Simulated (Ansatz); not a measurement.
```yaml
crystal:
  periodic: [false, false, false]
  atoms:
    - {symbol: Pt, position_ang: [-1.204957, -0.321165, 0.343743]}
    - {symbol: Pt, position_ang: [1.203287, 0.323696, -0.340968]}
    - {symbol: H, position_ang: [-1.952547, 0.881087, -0.202254]}
    - {symbol: H, position_ang: [2.421228, 1.042105, 0.278317]}
    - {symbol: H, position_ang: [-2.418424, -1.045066, -0.278161]}
    - {symbol: H, position_ang: [1.951402, -0.880656, 0.199333]}
basis:
  gaussian: {orbitals: def2-mTZVPP}
hamiltonian: {xc: {name: PBE0}}
scf: {lower_state_search: off}
```

```sh
$ ansatz run in.yaml --threads 4 --pin off --events-out ev --progress --plain --max-ram 3916MiB
```

Output, abridged:

```
Functional definition: PBE0
1050 factors; their error is unknown
mean field evaluation 1: about -6556.5006 eV, gradient 3.4e1 eV
mean field evaluation 2: about -6548.7611 eV, gradient 7.5e1 eV
mean field evaluation 4: about -6558.8816 eV, gradient 1.6e0 eV
mean field evaluation 8: about -6558.8891 eV, gradient 3.9e-2 eV
mean field evaluation 16: about -6558.9576 eV, gradient 1.1e-5 eV
mean field -6558.95764345 eV, -241.0372475755 hartree, gradient 1.8e-6 eV, S^2 0.000000; 0 other end points of the search recorded, 0 dependent functions left out
reference -6558.95768092 eV, -241.0372489526 hartree; 20, 20 occupied and 72, 72 virtual orbitals, 1050 factors
Total energy: -6558.95768092 eV, -241.0372489526 hartree
Checks for a lower state left out: stability, starts, cluster_reference, orbital_swaps, neighbouring_geometries, increment
```

Hardware: 4 threads of Arm Neoverse V2 on a shared host. Wall time 0.5 s.

In the def2 sets Pt takes a core potential; there is no spin–orbit coupling.
